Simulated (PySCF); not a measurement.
# Deuteron quadrupole couplings in `CCP1CCSCC1`

Species: C6H13PS.
Cartesian coordinates in Å at the GFN2-xTB level; atoms count from 1:
```xyz
21
C6H13PS angstrom
C      2.9897    0.1526   -0.0562
C      1.7678   -0.6816    0.3046
P      0.3264   -0.3188   -0.8156
C     -0.9265   -1.4011    0.0437
C     -2.3387   -1.0451   -0.3870
S     -2.8793    0.5510    0.3013
C     -1.6462    1.6318   -0.4892
C     -0.2295    1.2936   -0.0581
H      2.7878    1.2129    0.0800
H      3.8349   -0.1173    0.5741
H      3.2679   -0.0105   -1.0953
H      1.9965   -1.7451    0.1872
H      1.4787   -0.5092    1.3458
H     -0.7136   -2.4380   -0.2352
H     -0.8309   -1.3076    1.1299
H     -2.4227   -0.9868   -1.4743
H     -3.0601   -1.7711   -0.0111
H     -1.7666    1.5428   -1.5710
H     -1.9208    2.6413   -0.1815
H      0.4464    2.0795   -0.4087
H     -0.1701    1.2436    1.0338
```

Level: PBE0/pcSseg-1 (PySCF, non-relativistic); Q(2H) = 0.00286 b; rigid geometry, the same for H and D, with no vibrational averaging.

Q: Give the electric field gradient Vzz (the principal value of largest size), its asymmetry and the 2H coupling at each hydrogen.

A: 
```csv
atom,bonded to,bond length (Å),Vzz (au),η,χzz (kHz)
H9,C1,1.088,0.3142,0.03,211
H10,C1,1.088,0.3147,0.02,211
H11,C1,1.088,0.3125,0.02,210
H12,C2,1.094,0.3034,0.02,204
H13,C2,1.094,0.3023,0.02,203
H14,C4,1.095,0.3032,0.02,204
H15,C4,1.094,0.2997,0.02,201
H16,C5,1.092,0.3001,0.01,202
H17,C5,1.090,0.3060,0.04,206
H18,C7,1.092,0.3000,0.01,202
H19,C7,1.090,0.3059,0.04,206
H20,C8,1.094,0.3038,0.02,204
H21,C8,1.095,0.2996,0.02,201
```

Geometry: GFN2-xTB, one conformer, isolated molecule. GFN2-xTB bond lengths can be off by several hundredths of an ångström, more for odd bonds, and the gradients follow them. These gradients aren't converged with respect to the basis.
